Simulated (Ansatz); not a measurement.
```yaml
atoms:
  - { symbol: O, position_ang: [-1.3396, -0.1445, 0.0000] }
  - { symbol: H, position_ang: [-1.7527, 0.6381, 0.0000] }
  - { symbol: H, position_ang: [-0.4747, 0.0808, 0.0000] }
  - { symbol: O, position_ang: [1.2636, 0.1489, 0.0000] }
  - { symbol: H, position_ang: [1.4176, -0.3771, -0.6978] }
  - { symbol: H, position_ang: [1.4176, -0.3771, 0.6978] }
```

Basis set: def2-TZVP (spherical functions). Left uncorrelated: 2 orbitals. Charge 0, multiplicity 1.

Computed with Ansatz (development build ahead of 0.2.0); each method stands on the lowest determinant of its kind that the runs found. Restricted open shells among the atoms or ions are ROHF, correlated in semicanonical orbitals with singles.

Question: Give the atomization energy at this shape (free ground-state atoms in the same class of orbitals less the molecule, no zero-point energy) of singlet H4O2 by RHF-MP2, RHF.

Answer:

```tsv
method	atomization energy
RHF-MP2	433.76 kcal/mol
RHF	305.38 kcal/mol
```

Caution: no unrestricted run beside it, a lower state can exist; the shape is not the minimum.
